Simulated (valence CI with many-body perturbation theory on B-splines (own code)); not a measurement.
## Ir⁵⁶⁺: one-electron terms

Method: valence CI with perturbative core correlation (CI+MBPT): three valence electrons over a frozen Dirac-Fock core [Ar], radial functions for each j: 7 s, 7 p, 8 d, 6 f, 4 g, 1 h, with the one-electron correlation potential Σ1 (screened to all orders), the two-electron term Σ2, the three-electron term Σ3, Breit, model QED; selected single and double excitations, second order for the rest, scaled by the run's own slope (own B-spline code, finite nucleus).

The last digits are not significant, and no measured levels were compared; by estimate large intervals hold to a few tenths of a per cent, small ones and those within an open d or f shell to about a per cent. Excitations out of the core, of the other parity, are not computed and may begin above about 245 eV (a cautious bound); beyond it only levels of the ground parity were kept, without lifetimes. Only levels of the ground parity were solved; by the run's estimate the other parity begins above the list, which can be wrong where configurations are misplaced.

These are the spectroscopic orbitals of the CI (the correlating ones are not listed), shaped by the core and the other valence electrons. h is the expectation value of the core's Dirac-Fock operator, without the valence repulsion; Σ1 is computed up to l = 3 at one energy for each symmetry, that of its lowest orbital but kept below the first core excitation, so for empty shells it is not the orbital's own correlation shift; Breit and QED include the response of the core.

```
Orbital  h (hartree)  Σ1 (cm⁻¹)  Breit (cm⁻¹)  QED (cm⁻¹)  ⟨r⟩ (bohr)
  4s1/2      -131.02      -8682         19649       15329      0.3456
  5s1/2      -80.607      -3347          9406        7515      0.5609
  6s1/2       -54.58      -1684          5141        4202      0.8295
  4p1/2      -127.68     -11553         31499         854      0.3385
  5p1/2      -78.946      -4161         15383         438      0.5567
  6p1/2      -53.641      -2048          8487         250      0.8282
  4p3/2      -121.81     -10551         17930        2127      0.3562
  5p3/2      -76.079      -3998          8867        1072      0.5786
  6p3/2      -52.028      -2004          5442         609      0.8545
  3d3/2      -217.27     -22402         38274       -2536      0.1566
  4d3/2      -117.27     -11454         14797        -731      0.3343
  5d3/2      -73.885      -4384          7213        -328      0.5624
  3d5/2      -213.77     -19965         20630        -593      0.1605
  4d5/2      -115.93     -10720          7921       -29.1      0.3391
  5d5/2      -73.214      -4043          3819        17.4      0.5682
  4f5/2      -111.89     -29862          2483        -584      0.2991
  5f5/2      -71.347     -11399          1073        -272      0.5326
  4f7/2      -111.39     -22880           241        -269      0.3013
  5f7/2      -71.078      -8787           196        -111      0.5352
  5g7/2      -69.989                      240       -88.3      0.4764
  5g9/2      -69.858                    -41.2        -7.2      0.4778
```

Among the shells of the start configuration 3d3, Σ1 is largest in size for 3d3/2, where it is 0.047 % of h.

Lowest root of each symmetry, sizes in configuration state functions:

```json
{"J": "1/2", "Parity": "even", "Roots": "2", "Reference": "54", "Variational": "2141", "Second order": "226", "Change by selected CI (cm⁻¹)": "-6429", "Change by second order (cm⁻¹)": "0"}
{"J": "3/2", "Parity": "even", "Roots": "5", "Reference": "90", "Variational": "3920", "Second order": "2396", "Change by selected CI (cm⁻¹)": "-6453", "Change by second order (cm⁻¹)": "0"}
{"J": "5/2", "Parity": "even", "Roots": "5", "Reference": "102", "Variational": "4699", "Second order": "2534", "Change by selected CI (cm⁻¹)": "-4668", "Change by second order (cm⁻¹)": "0"}
{"J": "7/2", "Parity": "even", "Roots": "3", "Reference": "89", "Variational": "4529", "Second order": "504", "Change by selected CI (cm⁻¹)": "-5625", "Change by second order (cm⁻¹)": "0"}
{"J": "9/2", "Parity": "even", "Roots": "3", "Reference": "68", "Variational": "3850", "Second order": "428", "Change by selected CI (cm⁻¹)": "-5534", "Change by second order (cm⁻¹)": "0"}
{"J": "11/2", "Parity": "even", "Roots": "1", "Reference": "37", "Variational": "2578", "Second order": "574", "Change by selected CI (cm⁻¹)": "-5656", "Change by second order (cm⁻¹)": "-1"}
```
